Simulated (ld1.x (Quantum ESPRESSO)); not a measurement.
# Which change was made? (P, TM)

| Quantity | Value |
| --- | --- |
| Element | P (Z = 15) |
| Generator | ld1.x (Quantum ESPRESSO) 7.5 |
| Type | norm-conserving Troullier–Martins (Kleinman–Bylander form) |
| Functional | PBEsol |
| Relativity | scalar-relativistic |
| Frozen core | [Ne] |
| Valence charge | 5 |
| Reference configuration | 3s2 3p3 |
| Partial waves | 3s (bound): rc 1.70 bohr; 3p (bound): rc 1.55 bohr |
| Local potential | all-electron potential smoothed inside 1.50 bohr (lloc = -1) |
| Core correction | Bessel-smoothed model core, default radius (core density twice the valence density) |

Cutoffs, loose and tight: the cutoffs (Ry, on a coarse ladder) from which the occupation-weighted sum of valence levels, in a spherical-Bessel basis at the reference potential, stays within 10 and 1 mRy of its value at 400 Ry. They do not see the model core or the augmentation charge, which bear on the density cutoff. Test errors are all-electron minus pseudo excitation energies from the reference, over the configurations 3s2 3p2; 3s2 3p1; 3s2 3p0; 3s2 3p2.5; 3s1 3p4; 3s2 3p3.3; 3s0 3p5; variants that change the core or the reference have their own tests.

The base gives: outcome: generated; cutoff, loose: 18 Ry; cutoff, tight: 45 Ry; bound ghosts: none; largest test error (meV): +97.

(1) After one change the result is: outcome: generated; cutoff, loose: 10 Ry; cutoff, tight: 25 Ry; bound ghosts: none; largest test error (meV): +273. Which change was it?
A. wave 3s (bound): rc 1.70 bohr becomes 3s (bound): rc 2.52 bohr
B. wave 3s (bound): rc 1.70 bohr becomes 3s (bound): rc 1.50 bohr
C. wave 3s (bound): rc 1.70 bohr becomes 3s (bound): rc 1.16 bohr

## Answers

(1) A. The others give: wave 3s (bound): rc 1.70 bohr becomes 3s (bound): rc 1.50 bohr → outcome: generated; cutoff, loose: 21 Ry; cutoff, tight: 50 Ry; bound ghosts: none; largest test error (meV): +88 | wave 3s (bound): rc 1.70 bohr becomes 3s (bound): rc 1.16 bohr → outcome: generated; cutoff, loose: 55 Ry; cutoff, tight: 140 Ry; bound ghosts: none; largest test error (meV): +109.
